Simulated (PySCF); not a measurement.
Q: What does the PBE0-D3(BJ)/def2-SVP structure of `[SiH3]C[Si@@H]([SiH3])[GeH3]` look like in three dimensions?

A: 
```xyz
17
CH12GeSi3 angstrom
Si    -2.429   -0.422   -0.025
C     -1.309   -0.106    1.454
Si     0.452    0.446    1.031
Si     1.564   -1.145   -0.291
Ge     0.438    2.524   -0.147
H     -2.574    0.827   -0.835
H     -1.841   -1.483   -0.901
H     -3.786   -0.866    0.416
H     -1.774    0.668    2.089
H     -1.250   -1.027    2.060
H      1.240    0.638    2.292
H      1.001   -1.163   -1.677
H      3.016   -0.793   -0.375
H      1.437   -2.518    0.291
H     -0.526    3.527    0.519
H     -0.009    2.328   -1.608
H      1.851    3.139   -0.156
```

Any rigid rotation of these coordinates is as good. Atoms count from 1 in this order. Si1 (SiH3 silicon) is tetrahedral (angles from 108.3° to 111.0°). Si3 (SiH silicon) is tetrahedral (angles from 107.8° to 111.6°). Si4 (SiH3 silicon) is tetrahedral (angles from 108.4° to 111.2°). Ge5 (germanium bonded to Si and 3 H) is tetrahedral (angles from 108.1° to 111.0°).

Bonds between heavy atoms (Å): Si1–C2 1.882, C2–Si3 1.893, Si3–Si4 2.348, Si3–Ge5 2.389.

Computed, not measured: PySCF, PBE0-D3(BJ)/def2-SVP geometry optimisation, gas phase.

Point group: C1 (no symmetry element, even within 0.4 Å). Not checked by PBE0-D3(BJ)/def2-SVP frequencies. One conformer, not necessarily the lowest (Si1–C2–Si3–Si4 -59°).
